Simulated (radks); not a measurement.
The numbers below are computed, except where a source is named.
Initial-state core-level shifts of neutral rhenium when its valence configuration changes from [Xe] 4f14 5d5 6s2. Code: a radial shooting solver on a logarithmic mesh with Libxc functionals. Model: scalar-relativistic Kohn-Sham, PBE, spin-polarised, spherical densities, finite nucleus; open shells are filled with parallel spins first (spin-orbit coupling, left out, can overturn this in heavy ions); Fermi nuclear charge, rms radius 5.3698 fm. Shifts are changes of the shell-averaged eigenvalues in eV (positive: less bound); the change of the density at the nucleus, which sets a Mossbauer isomer shift, is in e/bohr^3, on a base of 1.649e+06.

valence                    2s       2p       4p       5s  density at nucleus
4f13 5d5 6s2 6p1      -15.565  -15.426  -15.299   -8.343              +137.1
4f14 5d7               +3.671   +3.665   +3.649   +3.561              -179.5
4f13.5 5d5 6s1.5 6p1   -8.315   -8.246   -8.218   -4.808               +29.6
4f12.5 5d5 6s1.5 6p2  -24.389  -24.174  -23.888  -13.216              +161.8
4f13 5d7 6s1           -8.742   -8.611   -8.542   -1.827                +2.8
4f14 5d4 6s2 6p1       -4.451   -4.448   -4.404   -4.308               +37.7
4f14 5d4.5 6s1.5 6p1   -2.897   -2.894   -2.880   -2.832               -18.6
4f14 5d5.5 6s1.5       +1.111   +1.110   +1.103   +1.071               -45.4
4f12 5d5 6s2 6p2      -32.287  -31.994  -31.469  -16.967              +285.5
